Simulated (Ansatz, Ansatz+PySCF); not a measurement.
```xyz
3

S     0.0000    0.0000   -0.1123
H     0.0000    1.0493    0.8987
H     0.0000   -1.0493    0.8987
```

Basis set: def2-SVP (spherical functions). Frozen core: 5 orbitals. Charge 0, multiplicity 1.

Computed with Ansatz (development build ahead of 0.2.0); each method stands on the lowest determinant of its kind that the runs found. Restricted open shells among the atoms or ions are ROHF, correlated in semicanonical orbitals with singles.

Give the atomization energy at this shape (free ground-state atoms in the same class of orbitals less the molecule, no zero-point energy) of singlet H2S by RHF-CCSD(T), RHF-MP2, RHF, UHF.

```csv
method,atomization energy
RHF-CCSD(T),162.20 kcal/mol
RHF-MP2,156.67 kcal/mol
RHF,120.84 kcal/mol
UHF,118.44 kcal/mol
```

Caution: the shape is not the minimum.
